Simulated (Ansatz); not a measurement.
Si20H27⁺, a nanocrystal with a defect cut from the lattice of silicon (one cap removed), relaxed as a singlet with RKS PBE-D4/def2-SVP in Ansatz, starting from the GFN2-xTB geometry. Force threshold 0.03 eV/Å.

Single mean-field runs in def2-SVP are fitted with def2-universal-jkfit.

Start:

Cartesian coordinates in Å:
```
Si -4.301 -0.017 0.432
Si 0.628 -3.935 2.229
Si 3.062 -2.139 -1.113
Si -2.181 1.762 -2.455
Si 1.342 0.608 -3.226
Si -0.652 -1.112 -0.328
Si -1.440 0.820 2.926
Si 2.134 -0.374 2.304
Si 0.624 2.555 -0.013
Si 4.289 1.480 -0.681
Si -1.074 -3.061 0.913
Si -2.669 -0.201 -1.235
Si -3.597 1.293 2.216
Si 1.009 -1.402 -2.020
Si 1.726 -2.347 3.528
Si 3.546 -0.449 0.439
Si -0.665 1.340 -4.193
Si -1.302 3.404 -1.040
Si 2.254 2.159 -1.684
Si 0.166 0.570 1.228
H -5.555 0.475 -0.148
H -4.599 -1.373 0.913
H 0.212 -5.072 3.056
H 1.644 -4.481 1.312
H 4.161 -2.269 -2.079
H 3.035 -3.450 -0.452
H -3.442 2.263 -3.028
H 2.392 0.360 -4.231
H -1.391 -0.491 3.605
H -0.888 1.752 3.917
H 2.736 0.688 3.142
H 1.228 3.508 0.936
H 5.405 1.156 -1.583
H 4.879 2.431 0.272
H -1.650 -4.072 0.019
H -2.183 -2.661 1.800
H -3.074 -1.203 -2.244
H -4.538 1.295 3.339
H -3.550 2.688 1.747
H 0.579 -2.455 -2.957
H 3.001 -2.807 4.094
H 0.925 -1.929 4.686
H -1.165 0.306 -5.106
H -0.426 2.511 -5.044
H -0.957 4.624 -1.777
H -2.266 3.841 -0.026
H 2.589 3.409 -2.390
```

(1) Estimate the energy that the relaxation releases and the steps that it takes.

(2) Does the start keep its bonding and symmetry?

(3) Predict the relaxed structure.

Results:

(1) 19.3 kcal/mol, in 9 steps; 46 s on 2 threads of AMD EPYC 7R13 on a shared host and a share (18 GiB) of an NVIDIA H100 80GB HBM3. The force fell under the threshold at step 8, but the optimiser went on. No frequencies were taken in this run, so the end may be a saddle point.

(2) By distances, no bond broke or formed. The bond that changes most is Si6–Si20, from 2.43 to 2.34 Å (atoms count from 1).

(3) 
Cartesian coordinates in Å:
```
Si -4.1941 -0.0569 0.4168
Si 0.6601 -3.8575 2.1894
Si 2.9602 -2.1847 -1.0971
Si -2.1899 1.7511 -2.4400
Si 1.3744 0.5606 -3.1981
Si -0.6203 -1.1539 -0.4025
Si -1.2128 0.6592 2.8679
Si 2.1252 -0.2660 2.4016
Si 0.6250 2.5820 0.0082
Si 4.1245 1.4559 -0.5732
Si -1.1434 -3.0360 0.9160
Si -2.6125 -0.2738 -1.3150
Si -3.3732 1.2997 2.1587
Si 0.9386 -1.4894 -2.1177
Si 1.6362 -2.2364 3.5944
Si 3.2953 -0.4716 0.4606
Si -0.6288 1.3540 -4.1621
Si -1.3263 3.4167 -1.0180
Si 2.1837 2.1993 -1.7078
Si 0.2703 0.4870 1.0147
H -5.4556 0.5614 -0.1246
H -4.5029 -1.4235 0.9666
H 0.1782 -4.9780 3.0729
H 1.7370 -4.3815 1.2795
H 4.1222 -2.0908 -2.0515
H 2.8993 -3.5347 -0.4439
H -3.4848 2.2444 -3.0361
H 2.4352 0.3226 -4.2445
H -1.2519 -0.7019 3.5112
H -0.6112 1.6365 3.8440
H 2.5958 0.9389 3.1715
H 1.2007 3.5151 1.0440
H 5.2289 1.0228 -1.4999
H 4.6080 2.4409 0.4535
H -1.6691 -4.1242 0.0173
H -2.2385 -2.6099 1.8579
H -3.1012 -1.2869 -2.3228
H -4.2596 1.1932 3.3733
H -3.2997 2.7368 1.7240
H 0.4945 -2.5257 -3.1202
H 2.9523 -2.7147 4.1467
H 0.7288 -1.8476 4.7275
H -1.1565 0.3141 -5.1148
H -0.3355 2.6300 -4.9065
H -0.8893 4.5973 -1.8462
H -2.3294 3.8721 0.0040
H 2.5126 3.4540 -2.4798
```
Bond lengths: 26 × Si–Si 2.28 to 2.44 Å; 27 × H–Si 1.50 to 1.51 Å.
